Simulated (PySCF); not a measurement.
ClSr, charge +1, singlet, at a GFN2-xTB geometry (such geometries of metal compounds can be far from the true shape) (core potentials on Sr); R2SCAN/def2-TZVP (PySCF).

PySCF was given this input:
```python
from pyscf import gto, scf, dft

mol = gto.Mole()
mol.atom = '''
    Sr   -0.00000000   -0.00000000   -0.76811428
    Cl    0.00000000    0.00000000    1.71696133
'''
mol.basis = 'def2-tzvp'
mol.ecp = {'Sr': 'def2-tzvp'}
mol.charge = 1
mol.verbose = 4
mol.build()

mf = dft.RKS(mol)
mf.xc = 'r2scan'
mf.kernel()
```

It wrote (shortened):

```
PySCF version 2.14.0

[INPUT] verbose = 4
[INPUT] num. atoms = 2
[INPUT] num. electrons = 26
[INPUT] charge = 1
[INPUT] spin (= nelec alpha-beta = 2S) = 0
[INPUT] symmetry False subgroup None
[INPUT] Mole.unit = angstrom
[INPUT] Symbol           X                Y                Z      unit          X                Y                Z       unit  Magmom
[INPUT]  1 Sr     0.000000000000   0.000000000000  -0.768114280000 AA    0.000000000000   0.000000000000  -1.451525621567 Bohr   0.0
[INPUT]  2 Cl     0.000000000000   0.000000000000   1.716961330000 AA    0.000000000000   0.000000000000   3.244586680169 Bohr   0.0

nuclear repulsion = 36.2001564436907
number of shells = 26
number of NR pGTOs = 116
number of NR cGTOs = 70
basis = def2-tzvp
ecp = {'Sr': 'def2-tzvp'}

******** <class 'pyscf.dft.rks.RKS'> ********
method = RKS
initial guess = minao
damping factor = 0
level_shift factor = 0
DIIS = <class 'pyscf.scf.diis.CDIIS'>
diis_start_cycle = 1
diis_space = 8
diis_damp = 0
SCF conv_tol = 1e-09
SCF conv_tol_grad = None
SCF max_cycles = 50
direct_scf = True
direct_scf_tol = 1e-13
XC library pyscf.dft.libxc version 7.1.2
    S. Lehtola, C. Steigemann, M. J. T. Oliveira, and M. A. L. Marques,  SoftwareX 7, 1–5 (2018)
XC functionals = r2scan
    J. W. Furness, A. D. Kaplan, J. Ning, J. P. Perdew, and J. Sun,  J. Phys. Chem. Lett. 11, 8208–8215 (2020)
    J. W. Furness, A. D. Kaplan, J. Ning, J. P. Perdew, and J. Sun,  J. Phys. Chem. Lett. 11, 9248–9248 (2020)
    J. W. Furness, A. D. Kaplan, J. Ning, J. P. Perdew, and J. Sun,  J. Phys. Chem. Lett. 11, 8208–8215 (2020)
    J. W. Furness, A. D. Kaplan, J. Ning, J. P. Perdew, and J. Sun,  J. Phys. Chem. Lett. 11, 9248–9248 (2020)
radial grids:
    Treutler-Ahlrichs [JCP 102, 346 (1995); DOI:10.1063/1.469408] (M4) radial grids

becke partition: Becke, JCP 88, 2547 (1988); DOI:10.1063/1.454033
pruning grids: <function nwchem_prune>
grids dens level: 3
symmetrized grids: False
atomic radii adjust function: <function treutler_atomic_radii_adjust>
small_rho_cutoff = 0
Set gradient conv threshold to 3.16228e-05
Initial guess from minao.
tot grids = 40792
init E= -489.338113124042
  HOMO = -0.481192800100898  LUMO = -0.257420114738945  gap/eV = 6.08916
cycle= 1 E= -490.720365679571  delta_E= -1.38  |g|= 0.425  |ddm|= 2.67
  HOMO = -0.342107588247882  LUMO = -0.230838900422968  gap/eV = 3.02778
cycle= 2 E= -490.72535561021  delta_E= -0.00499  |g|= 0.425  |ddm|= 0.994
  HOMO = -0.429867579931678  LUMO = -0.241104285577488  gap/eV = 5.13651
cycle= 3 E= -490.768353669435  delta_E= -0.043  |g|= 0.0963  |ddm|= 0.465
  HOMO = -0.416111307967127  LUMO = -0.248583863710472  gap/eV = 4.55865
cycle= 4 E= -490.770460106125  delta_E= -0.00211  |g|= 0.0417  |ddm|= 0.134
  HOMO = -0.420073840581841  LUMO = -0.247130249757916  gap/eV = 4.70603
cycle= 5 E= -490.771025533202  delta_E= -0.000565  |g|= 0.00302  |ddm|= 0.0359
  HOMO = -0.420364659438379  LUMO = -0.246691570976227  gap/eV = 4.72589
cycle= 6 E= -490.771027613919  delta_E= -2.08e-06  |g|= 0.000945  |ddm|= 0.00404
  HOMO = -0.420280012263991  LUMO = -0.246760791569336  gap/eV = 4.72170
cycle= 7 E= -490.771027939432  delta_E= -3.26e-07  |g|= 0.000109  |ddm|= 0.00102
  HOMO = -0.420283663189827  LUMO = -0.246766353981067  gap/eV = 4.72165
cycle= 8 E= -490.771027941919  delta_E= -2.49e-09  |g|= 3.52e-05  |ddm|= 0.000119
  HOMO = -0.420290339428786  LUMO = -0.246766171538551  gap/eV = 4.72183
cycle= 9 E= -490.771027942306  delta_E= -3.87e-10  |g|= 1.6e-06  |ddm|= 3.64e-05
  HOMO = -0.420290397695455  LUMO = -0.246765730676525  gap/eV = 4.72185
Extra cycle  E= -490.771027942304  delta_E= 2.05e-12  |g|= 2.33e-06  |ddm|= 3.82e-06
converged SCF energy = -490.771027942304
```
